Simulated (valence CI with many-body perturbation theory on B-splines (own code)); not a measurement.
E1 line list for Zn²⁴⁺

Method: valence CI with perturbative core correlation (CI+MBPT): four valence electrons over a frozen Dirac-Fock core [He], a basis of 11 s, 11 p, 9 d, 7 f, 5 g, 2 h, 1 i functions for each j, with the one-electron correlation potential Σ1, the two-electron term Σ2, the three-electron term Σ3, Breit, model QED; selected CI, second order for the rest (own B-spline code, finite nucleus).

No measured levels were compared; by estimate levels of excited configurations hold to 0.05 to 0.15 % of their energy, terms of the ground configuration to about 0.5 %. Among the levels kept, up to 250 cm⁻¹ of a level comes from second order outside the variational space, and about a tenth of that is noise between levels of different J, which matters for small intervals.

Lines 1 to 50 of 270 in falling wavelength, among levels below 12135 × 10³ cm⁻¹, chosen from the strongest by gf and those to the six lowest levels. Wavelengths and rates use the calculated energies, so an error of 700 cm⁻¹ moves a line at 45.59 nm by 0.32 % and its rate by three times that or more. Electric multipoles are in the length gauge, E1 and E2 with the static RPA response of the core. Weak lines are less certain than strong ones. Lines between different terms over intervals too small for the method are left out, as are lines whose strength nearly cancels. The highest levels of a list are the least certain.

Names give the largest LS component (configuration and term), which can be under half, so a name can repeat, a term be missing and a line seem to break the LS rules; names also repeat where a configuration has a term twice. Letters in brackets count levels of one name in rising energy.

| λ vac (nm) | Upper | Lower | A (s⁻¹) | S (a.u.) |
| --- | --- | --- | --- | --- |
| 45.59 | 2s 2p2 3p 3F°_2 | 2s 2p2 3s 3D_1 | 7.70e+08 | 1.80e-01 |
| 45.35 | 2s 2p2 3p 1F°_3 | 2s 2p2 3s 1D_2 | 1.42e+09 | 4.56e-01 |
| 44.95 | 2s 2p2 3p 5D°_1 [a] | 2s 2p2 3s 5P_1 | 1.16e+09 | 1.56e-01 |
| 43.75 | 2s 2p2 3d 5F_5 | 2s 2p2 3p 5D°_4 | 1.44e+09 | 6.55e-01 |
| 43.00 | 2s 2p2 3d 5D_4 | 2s 2p2 3p 5D°_4 | 5.30e+08 | 1.87e-01 |
| 42.40 | 2s 2p2 3d 5F_4 | 2s 2p2 3p 5D°_3 | 1.56e+09 | 5.28e-01 |
| 40.91 | 2s 2p2 3d 5F_3 [a] | 2s 2p2 3p 5D°_2 | 1.69e+09 | 3.99e-01 |
| 40.73 | 2s 2p2 3p 5P°_3 | 2s 2p2 3s 5P_3 | 1.49e+09 | 3.49e-01 |
| 40.24 | 2s 2p2 3d 5P_2 | 2s 2p2 3p 5S°_2 | 1.01e+09 | 1.63e-01 |
| 39.98 | 2s 2p2 3p 3P°_2 [a] | 2s 2p2 3s 3P_2 [a] | 1.72e+09 | 2.71e-01 |
| 39.56 | 2s2 2p 3d 3F°_4 | 2s2 2p 3p 3D_3 | 1.78e+09 | 4.89e-01 |
| 39.50 | 2s 2p2 3p 3D°_2 [a] | 2s 2p2 3s 3P_1 [a] | 1.57e+09 | 2.39e-01 |
| 39.05 | 2s 2p2 3p 3P°_1 [a] | 2s 2p2 3s 3P_2 [a] | 1.71e+09 | 1.51e-01 |
| 38.86 | 2s 2p2 3d 5P_1 | 2s 2p2 3p 5S°_2 | 1.54e+09 | 1.33e-01 |
| 38.76 | 2s 2p2 3p 3D°_3 [a] | 2s 2p2 3s 3P_2 [a] | 1.69e+09 | 3.39e-01 |
| 38.18 | 2s2 2p 3d 3F°_3 | 2s2 2p 3p 3D_2 | 1.98e+09 | 3.81e-01 |
| 37.95 | 2s 2p2 3p 5P°_2 | 2s 2p2 3s 5P_2 | 1.58e+09 | 2.14e-01 |
| 37.73 | 2s 2p2 3d 3F_3 [a] | 2s 2p2 3p 3D°_2 [a] | 8.18e+08 | 1.52e-01 |
| 36.90 | 2s 2p2 3d 5D_4 | 2s 2p2 3p 5P°_3 | 1.54e+09 | 3.43e-01 |
| 36.87 | 2s 2p2 3p 3D°_2 [b] | 2s 2p2 3s 3D_3 | 1.64e+09 | 2.02e-01 |
| 36.85 | 2s 2p2 3d 5F_3 [b] | 2s 2p2 3p 5P°_2 | 1.46e+09 | 2.53e-01 |
| 36.78 | 2s2 2p 3d 3P°_2 [a] | 2s2 2p 3p 3P_1 [a] | 1.96e+09 | 2.41e-01 |
| 36.77 | 2s 2p2 3p 3F°_3 | 2s 2p2 3s 3D_2 | 2.65e+09 | 4.55e-01 |
| 36.73 | 2s2 2p 3p 3P_2 | 2s2 2p 3s 3P°_2 | 2.05e+09 | 2.50e-01 |
| 35.91 | 2s 2p2 3d 3F_4 | 2s 2p2 3p 3D°_3 [a] | 2.33e+09 | 4.78e-01 |
| 35.87 | 2s2 2p 3p 3D_3 | 2s2 2p 3s 3P°_2 | 2.76e+09 | 4.40e-01 |
| 35.60 | 2s 2p2 3d 3F_2 | 2s 2p2 3p 5P°_1 | 1.69e+09 | 1.88e-01 |
| 35.43 | 2s2 2p 3d 1F°_3 | 2s2 2p 3p 1D_2 | 2.24e+09 | 3.44e-01 |
| 35.22 | 2s 2p2 3p 5D°_4 | 2s 2p2 3s 5P_3 | 3.44e+09 | 6.67e-01 |
| 35.12 | 2s 2p2 3p 5D°_3 | 2s 2p2 3s 5P_2 | 3.21e+09 | 4.80e-01 |
| 34.96 | 2s2 2p 3d 1D°_2 | 2s2 2p 3p 3P_1 [b] | 1.36e+09 | 1.43e-01 |
| 34.91 | 2s 2p2 3d 5F_2 | 2s 2p2 3p 5D°_1 [a] | 1.91e+09 | 2.00e-01 |
| 34.86 | 2s 2p2 3d 5D_2 | 2s 2p2 3p 3D°_1 [a] | 1.30e+09 | 1.36e-01 |
| 34.72 | 2s2 2p 3d 3D°_3 | 2s2 2p 3p 3P_2 | 1.64e+09 | 2.37e-01 |
| 34.52 | 2s 2p2 3p 3F°_4 | 2s 2p2 3s 3D_3 | 3.69e+09 | 6.73e-01 |
| 34.37 | 2s 2p2 3d 3F_3 [a] | 2s 2p2 3p 5P°_3 | 1.15e+09 | 1.62e-01 |
| 34.34 | 2s 2p2 3d 3F_3 [b] | 2s 2p2 3p 3D°_2 [a] | 1.42e+09 | 1.99e-01 |
| 33.91 | 2s 2p2 3p 5D°_2 | 2s 2p2 3s 5P_1 | 3.25e+09 | 3.13e-01 |
| 33.68 | 2s 2p2 3p 3D°_2 [c] | 2s 2p2 3s 3P_1 [b] | 2.78e+09 | 2.62e-01 |
| 33.67 | 2s2 2p 3d 3P°_2 [b] | 2s2 2p 3p 3S_1 | 1.25e+09 | 1.17e-01 |
| 33.42 | 2s 2p2 3d 3D_2 | 2s 2p2 3p 3P°_2 [a] | 1.47e+09 | 1.35e-01 |
| 33.13 | 2s 2p2 3p 3D°_3 [b] | 2s 2p2 3s 3D_3 | 3.48e+09 | 4.37e-01 |
| 33.03 | 2s2 2p 3p 3D_2 | 2s2 2p 3s 3P°_1 | 3.60e+09 | 3.20e-01 |
| 32.97 | 2s2 2p 3d 3F°_2 | 2s2 2p 3p 3D_1 | 2.53e+09 | 2.24e-01 |
| 32.72 | 2s 2p2 3p 1D°_2 | 2s 2p2 3s 3D_1 | 1.94e+09 | 1.67e-01 |
| 32.69 | 2s 2p2 3d 3D_3 | 2s 2p2 3p 3P°_2 [a] | 2.22e+09 | 2.68e-01 |
| 32.65 | 2s2 2p 3p 3P_1 [a] | 2s2 2p 3s 3P°_0 | 2.50e+09 | 1.29e-01 |
| 32.63 | 2s 2p2 3d 3P_2 | 2s 2p2 3p 5D°_1 [b] | 1.89e+09 | 1.62e-01 |
| 32.25 | 2s 2p2 3p 3P°_2 [b] | 2s 2p2 3s 1D_2 | 1.90e+09 | 1.57e-01 |
| 31.86 | 2s 2p2 3p 5S°_2 | 2s 2p2 3s 5P_3 | 3.66e+09 | 2.92e-01 |
